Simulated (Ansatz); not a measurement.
System: CH5In (charge 0, singlet). SMILES: [CH3][InH2]
Structure (B3LYP-D3(BJ)/def2-TZVP (Ansatz, an electronic-structure program) minimum search):
```
C
H 1 1.0887
H 1 1.0896 2 109.63
H 1 1.0921 2 108.48 3 117.71
In 1 2.1741 2 111.22 4 119.72
H 5 1.7372 1 120.68 2 -21.08
H 5 1.7377 6 119.28 1 179.35
```
Charge 0, spin multiplicity 1.

Quantity: vertical ionisation energy (to the doublet state of charge +1; each state is the SCF solution reached for its spin), in eV. Cores are frozen in the correlated levels unless marked. Open shells are spin-unrestricted. Spin-orbit coupling is left out. Frozen are the shells of the preceding noble gas and the d and f shells that filled before the atom's block. In def2 rows, elements after Kr have scalar-relativistic effective core potentials. Basis-set limits of correlation are two-point, X^-3; Hartree-Fock from the larger set.

| level | program | vertical ionisation energy (eV) |
|---|---|---|
| HF/def2-QZVPPD | Ansatz | 8.72 |

**Question.** Estimate the value at CCSD(T)/CBS(def2-TZVPPD,def2-QZVPPD) as computed with Ansatz.

**Answer.** 9.83 eV, so HF/def2-QZVPPD differs from it by -1.11 eV.
